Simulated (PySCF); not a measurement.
## Vertical excitation energies

C4H9BO3.
SMILES: `CO[C@H]1CCOBO1`

Method used: PySCF, TDDFT CAM-B3LYP/def2-SVPD, vertical, gas phase, core orbitals frozen in the response. Isolated species at its PBE0-D3(BJ)/def2-SVP geometry (one conformer only).

Q: Predict the UV-vis stick spectrum at this level.

A: 

```tsv
state	E (eV)	λ (nm)	f	main configurations (H = HOMO, L = LUMO)
S1	7.81	158.8	0.017	H→L (70%), H→L+1 (9%), H→L+2 (9%)
S2	8.07	153.7	0.010	H-1→L+1 (36%), H-1→L+4 (16%), H-1→L+2 (11%)
S3	8.25	150.3	0.0032	H-1→L (52%), H→L+2 (18%), H→L+1 (10%)
S4	8.27	149.9	0.0092	H→L+1 (42%), H-1→L (14%)
S5	8.39	147.8	0.0035	H-2→L (60%), H-1→L (9%)
S6	8.57	144.7	0.064	H-2→L+1 (37%), H-2→L+4 (14%), H-2→L+2 (12%)
S7	8.66	143.2	0.014	H→L+3 (19%), H→L+1 (17%), H→L+5 (14%)
S8	8.75	141.7	0.047	H→L+4 (41%), H→L+2 (13%), H-3→L+1 (9%)
S9	8.85	140.1	0.012	H-3→L (24%), H-1→L+2 (19%), H→L+3 (12%)
S10	8.98	138.1	0.034	H-1→L+2 (19%), H→L+3 (10%), H→L+2 (10%)
```

Triplets, Tamm–Dancoff:

```
state  E (eV)  λ (nm)     main configurations (H = HOMO, L = LUMO)
   T1    7.40   167.6    H-2→L+1 (23%), H-2→L+4 (17%), H→L+1 (10%)
   T2    7.64   162.3                       H→L (64%), H→L+2 (10%)
   T3    7.77   159.5    H-3→L+1 (20%), H-3→L+4 (18%), H→L+1 (10%)
   T4    7.88   157.3  H-1→L+1 (27%), H-1→L+4 (12%), H-2→L+1 (12%)
```

The lowest singlet comes at 159 nm (753 kJ/mol) in the vacuum ultraviolet; it is weak; its leading configuration is HOMO→LUMO (70%). The strongest level in the table is S6 at 8.57 eV (145 nm, f = 0.064). Löwdin shares by element: HOMO oxygen 61% or more, carbon 11% or more, hydrogen 5% or more (atoms not listed hold the other 23%); LUMO boron 35%, carbon 15% or more, hydrogen 6% or more (atoms not listed hold the other 45%). The listed states span 1.17 eV, and the widest gap between neighbours is 0.26 eV (S1 to S2). Weighted by f, the mean energy of these states is 8.59 eV. Orbital energies (eV): HOMO-3 -10.80, HOMO-2 -10.20, HOMO-1 -9.99, HOMO -9.61, LUMO 1.07, LUMO+1 1.59, LUMO+2 1.74. All these states lie below the vertical ionisation energy of 10.45 eV (ΔSCF). Only the lowest 10 singlets were computed, as vertical energies without vibronic structure.

The run took 6.6 min of wall time (with the writing of density and orbital grids) on one thread, Arm Neoverse V2 (aarch64), shared host with 96 logical CPUs at a one-minute load of 69, and the process peaked at 1.3 GiB of memory.

Without π bonds the low states are Rydberg-like; a valence basis with one diffuse set may place them up to an eV too high.
